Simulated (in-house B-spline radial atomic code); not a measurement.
# Hf IV (Hf3+): [Xe] 4f14 5d1

Computed with a B-spline radial code for spherical atoms: Dirac-Kohn-Sham LDA exchange-only, spherical fractional occupations, Fermi nucleus of rms radius 5.347 fm.

Z_r = [3n² - l(l+1)]/(2<r>); Z_e = n√(-2ε); the last column is Slater's effective charge. Values are occupation-weighted means over j. An effective charge above Z reflects the relativistic contraction of the inner shells.

```csv
shell,electrons,ε (eV),<r> (bohr),Z_r,Z_e,Slater
1s,2,-65147,0.019,78.93,69.20,71.70
2s,2,-11157,0.07983,75.16,57.27,67.85
2p,6,-9869.2,0.07129,70.13,53.87,67.85
3s,2,-2561.1,0.2084,64.78,41.16,60.75
3p,6,-2171,0.2078,60.15,37.90,60.75
3d,10,-1677.7,0.1891,55.54,33.31,50.85
4s,2,-535.69,0.4685,51.23,25.10,44.25
4p,6,-406.39,0.4969,46.29,21.86,44.25
4d,10,-231.6,0.5358,39.19,16.50,32.85
5s,2,-92.656,1.132,33.13,13.05,14.35
5p,6,-61.527,1.324,27.57,10.63,14.35
4f,14,-42.573,0.6752,26.66,7.08,21.45
5d,1,-26.023,1.957,17.63,6.91,4.00
```

The least bound orbital is 5d5/2 at -25.75 eV, and it is also the most diffuse (<r> = 1.976 bohr).

Spin-orbit splittings of the orbital energies (j = l + 1/2 above j = l - 1/2 when positive): 2p 1190 eV, 3p 255 eV, 3d 55.67 eV, 4p 58.58 eV, 4d 10.73 eV, 5p 8 eV, 4f 1.749 eV, 5d 0.6851 eV.

For the 1s electron the small component carries 7.32 % of the norm, the zero-frequency Breit interaction raises the level by 221.9 eV, self-energy by 137.4 eV, and vacuum polarisation lowers it by 25.22 eV.
